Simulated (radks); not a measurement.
The numbers below are computed, except where a source is named.
Effect of the nuclear size on neutral gallium, [Ar] 3d10 4s2 4p1. Level of theory: Dirac Kohn-Sham, LDA (Slater exchange, Perdew-Wang correlation), spin-unpolarised, spherical densities, finite nucleus; open shells are shared between the two j in proportion to 2j + 1; Fermi nuclear charge, rms radius 3.9973 fm (a radial shooting solver on a logarithmic mesh with Libxc functionals). The rms radius is varied about that value; shifts are against it.

rms radius (fm)  total energy shift (eV)  density at nucleus (e/bohr^3)  1s1/2 shift (meV)  2s1/2 shift (meV)  3p1/2 shift (meV)
3.3098                           -0.0884                      2.842e+04              -37.6              -3.62              0.054
3.7375                           -0.0353                      2.822e+04              -15.0              -1.44              0.021
3.9973                                 0                       2.81e+04              0.000              0.000              0.000
4.1772                            0.0257                      2.803e+04               10.9               1.05             -0.016
4.8647                             0.134                      2.778e+04               56.9               5.48             -0.081

Slopes of the eigenvalues against <r^2> in GHz/fm^2, as finite differences over the two radii next to the reference (eigenvalue slopes, not the field-shift constants of lines): 1s1/2 1800, 2s1/2 174, 3p1/2 -2.58.
